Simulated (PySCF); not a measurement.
## Partial charges of `CS[Si@@H]1[Si@@H](N)S[Si@@H]1[SiH3]`

Compound: CH₁₁NS₂Si₄.
Structure used (GFN2-xTB), in Å, numbered top down from 1:
```
atom  x, y, z in Å
C1     2.850   -1.595    0.779
S2     1.053   -1.836    0.851
Si3    0.449   -0.444   -0.695
Si4    0.493    1.839   -0.218
N5     1.137    2.684   -1.569
S6    -1.670    1.937   -0.468
Si7   -1.891   -0.238   -0.754
Si8   -3.368   -1.129    0.800
H9     3.211   -1.830   -0.218
H10    3.289   -2.276    1.501
H11    3.092   -0.568    1.040
H12    1.254   -0.882   -1.851
H13    0.776    2.428    1.095
H14    0.630    3.482   -1.918
H15    2.128    2.836   -1.647
H16   -2.361   -0.325   -2.143
H17   -4.458   -0.226    1.171
H18   -2.658   -1.508    2.023
H19   -3.966   -2.340    0.230
```

Density: PBE0/pcSseg-1 (PySCF); schemes: Mulliken, IAO, Hirshfeld and ESP-fitted. One conformer (not necessarily the lowest) at the GFN2-xTB geometry, without solvent, vibrations or thermal averaging.

Q: Give the atomic charges in each scheme.

A: In e; atoms taken as equivalent share a row and are averaged (×n: the atom named and its like, n in all):

| atom | environment | Mulliken | IAO | Hirshfeld | ESP-fitted |
| --- | --- | --- | --- | --- | --- |
| C1 | S-methyl carbon | -0.393 | -0.499 | -0.118 | -0.400 |
| S2 | sulfur bonded to C and Si | -0.285 | -0.173 | -0.111 | -0.213 |
| Si3 | SiH silicon | +0.068 | +0.253 | +0.149 | -0.158 |
| Si4 | SiH silicon | +0.665 | +0.705 | +0.280 | +0.791 |
| N5 | silicon-bound nitrogen | -0.615 | -0.851 | -0.320 | -1.052 |
| S6 | sulfur bonded to 2 Si | -0.531 | -0.455 | -0.206 | -0.447 |
| Si7 | SiH silicon | +0.127 | +0.266 | +0.164 | +0.328 |
| Si8 | SiH3 silicon | +0.277 | +0.315 | +0.224 | +0.157 |
| H9/H10/H11 | methyl hydrogen | +0.156 | +0.159 | +0.046 | +0.168 |
| H12 | Si–H hydrogen | +0.008 | -0.085 | -0.071 | +0.056 |
| H13 | Si–H hydrogen | -0.052 | -0.136 | -0.084 | -0.167 |
| H14/H15 | N–H hydrogen | +0.198 | +0.268 | +0.117 | +0.399 |
| H16 | Si–H hydrogen | +0.012 | -0.085 | -0.078 | -0.059 |
| H17/H18/H19 | Si–H hydrogen | -0.049 | -0.089 | -0.068 | -0.046 |

Mean size of the charges over all atoms: ESP-fitted 0.277 e, IAO 0.269 e, Mulliken 0.213 e, Hirshfeld 0.125 e. Each set sums to the total charge, 0, to within 0.001 e. The IAO scheme projects the occupied orbitals on a minimal set of polarised atomic orbitals and counts the electrons in each atom's part of it.

Some averages cover members that differ in this geometry: H9/H10/H11, ESP-fitted +0.148 to +0.195; H17/H18/H19, ESP-fitted -0.061 to -0.027 e.

Lowest charge. All schemes agree: Mulliken N5 (-0.615); IAO N5 (-0.851); Hirshfeld N5 (-0.320); ESP-fitted N5 (-1.052).

Highest charge. All schemes agree: Mulliken Si4 (+0.665); IAO Si4 (+0.705); Hirshfeld Si4 (+0.280); ESP-fitted Si4 (+0.791).

Q: Sum the charges by element, for elements with more than one atom.

A: 
| element | atoms | Mulliken | IAO | Hirshfeld | ESP-fitted |
| --- | --- | --- | --- | --- | --- |
| S | 2 | -0.816 | -0.628 | -0.317 | -0.660 |
| Si | 4 | +1.137 | +1.539 | +0.817 | +1.118 |
| H | 11 | +0.687 | +0.439 | -0.062 | +0.994 |

Q: How closely do the schemes follow one another over all atoms?

A: Correlation coefficient and root-mean-square difference: Mulliken with IAO 0.97, 0.098 e; IAO with Hirshfeld 0.96, 0.204 e; IAO with ESP-fitted 0.94, 0.130 e; Mulliken with ESP-fitted 0.93, 0.150 e; Mulliken with Hirshfeld 0.91, 0.166 e; Hirshfeld with ESP-fitted 0.87, 0.262 e.

Q: How many electrons does the IAO scheme count on N5?

A: Z − q = 7 − (-0.851) = 7.851.
